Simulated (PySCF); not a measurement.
UHF on Cd (cadmium, neutral)

Configuration: [Kr] 4d10 5s2, closed-shell 1S. Computed with PySCF 2.14 in aug-cc-pwCVDZ-PP with ECP28MDF (6s6p5d3f, 70 functions), with scalar relativity through the core potential.

```json
{
  "Total energy": "-166.837880 hartree",
  "One-electron energy": "-297.3315 hartree",
  "Hartree (Coulomb) energy": "145.0607 hartree",
  "Exchange energy": "-14.5670 hartree",
  "⟨S²⟩": "0.0000",
  "⟨L²⟩": "0.000",
  "Sum of ⟨r⟩": "26.62 bohr",
  "Sum of ⟨r²⟩": "49.79 bohr²"
}
```

```tsv
shell	electrons	mean orbital energy (eV)	rms radius, mean of both spins (bohr)
4s	2	-131.27	0.947
4p	6	-85.873	1.04
4d	10	-19.590	1.39
5s	2	-7.650	3.34
```

Energies and moments cover only the electrons outside the core potential.
